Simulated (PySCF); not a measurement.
Input of a run (PBE0-D3(BJ)/def2-SVP geometry optimisation, gas phase (PySCF 2.14.0)), started from GFN2-xTB:
```
{"job": {"xc": "PBE0", "basis": "def2-SVP", "d3": "d3bj", "grid": 1, "maxiter": 40, "shake": 0.03, "kind": "geom"}, "charge": 0, "multiplicity": 1}
P      1.717540     0.268480     0.760620
Se     0.794400     1.956920    -0.597810
As    -1.345420     0.986240    -1.277280
As    -1.783730    -0.381280     0.699850
Se    -0.051730    -0.023320     2.179450
As    -0.795660    -1.413840    -1.252130
Se     1.556460    -1.495220    -0.581250
```

Output (energies in Eh, forces in Eh/bohr):
```
step   0  E = -14250.26904019  max force = 0.021048
step   1  E = -14250.27585731  max force = 0.008579
step   2  E = -14250.27656237  max force = 0.002857
step   3  E = -14250.27663252  max force = 0.001093
step   4  E = -14250.27664889  max force = 0.000315
step   5  E = -14250.27665162  max force = 0.000999
step   6  E = -14250.27665734  max force = 0.001041
step   7  E = -14250.27666048  max force = 0.000675
step   8  E = -14250.27666204  max force = 0.000208
optimisation converged
```

Summarise the run.

The energy falls by 4.8 kcal/mol over 9 energy and gradient evaluations, the largest force component goes from 0.0210 to 2.1e-04 Eh/bohr, and the atoms move by 0.062 Å rms after alignment. The bond that changes most is P1–Se2 (ends: phosphorus bonded to 3 Se; selenium bonded to As and P), which shortens by 0.107 Å. Bonds longer at the end by more than 0.005 Å: 5 of 9; shorter: 4. Among the angles that change most is As3–As4–Se5, from 107.3° to 102.5°. The energy never rose by more than 1e-6 Eh on the way. The first step brought 89 % of the lowering.

What are the final bond lengths?

P1–Se2 2.248 Å, P1–Se5 2.248 Å, P1–Se7 2.249 Å, Se2–As3 2.363 Å, As3–As4 2.472 Å, As3–As6 2.472 Å, As4–Se5 2.360 Å, As4–As6 2.470 Å, As6–Se7 2.359 Å. Numbering counts from 1 in the input's order; the species is PAs3SeSeSe nortricyclane, As3PSe3.

The run used 210 basis functions and 62 SCF cycles in all.

Whether it is a minimum is left open (no frequencies). The numbers are those of one conformer.
